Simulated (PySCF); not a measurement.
C2H6BO3, SMILES O(B(OC)[O])C, multiplicity 2.

The structure is a stationary point at PBE0-D3(BJ)/def2-SVP. The isomer is the one that the SMILES or the coordinates give; other isomers of the formula were not compared. The values are those of a single conformer.

All values below come from PySCF with B3LYP/def2-TZVP.

The molecule is in vacuum.

Question: Estimate the frontier levels, dipole moment and polarisability. (An estimate is asked for; the answer gives what the named calculation found.)

Answer: 
```
Quantity                                                                                                         Value
---------------------------------------------------------------------------------------------  -----------------------
α spin, highest occupied and lowest empty level                                                      -8.23 and 0.64 eV
β spin, highest occupied and lowest empty level                                                     -8.19 and -4.98 eV
dipole moment                                                                                                   2.22 D
quadrupole, principal values (traceless, Buckingham form, about the centre of nuclear charge)   -6.47, -0.26, 6.73 D·Å
mean static polarisability                                                                        48.9 bohr³ (7.25 Å³)
polarisability, principal values                                                                39.4, 49.2, 58.1 bohr³
⟨S²⟩                                                                                           0.753 (pure state 0.75)
```
